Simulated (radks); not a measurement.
The boron ion B+ inside a hard spherical wall (all orbitals vanish at R), configuration held at [He] 2s2 and not refilled when levels cross. Method: scalar-relativistic Kohn-Sham, LDA (Slater exchange, VWN5 correlation), spin-unpolarised, spherical densities, point nucleus; computed with a radial shooting solver on a logarithmic mesh with Libxc functionals. Eigenvalues in eV, with the zero of energy where the potential of the charges vanishes at infinity; a dash marks a level that is unbound or too diffuse for the functional's potential to be trusted. A positive occupied level is held by the wall or, in an anion where self-interaction has pushed it up, behind a barrier. The pressure on the wall is -dE/dV.

R (bohr),E (hartree),kinetic (hartree),e(1s),e(2s),"e(2p, empty)","e(3s, empty)",pressure (GPa)
free,-24.04577,23.899,-191.74,-19.413,-13.457,-4.242,0
10,-24.04577,23.899,-191.74,-19.413,-13.457,-4.064,< 0.0001
8,-24.04576,23.899,-191.73,-19.412,-13.455,-3.473,0.000956
6,-24.04495,23.908,-191.67,-19.367,-13.388,-0.813,0.110
5,-24.03966,23.952,-191.38,-19.156,-13.107,3.395,1.12
4,-24.00445,24.164,-190.13,-18.134,-11.902,13.932,11.3
3,-23.78575,25.060,-185.87,-13.465,-7.163,43.888,124
2,-22.31376,29.153,-172.62,11.505,13.265,153.03,2050
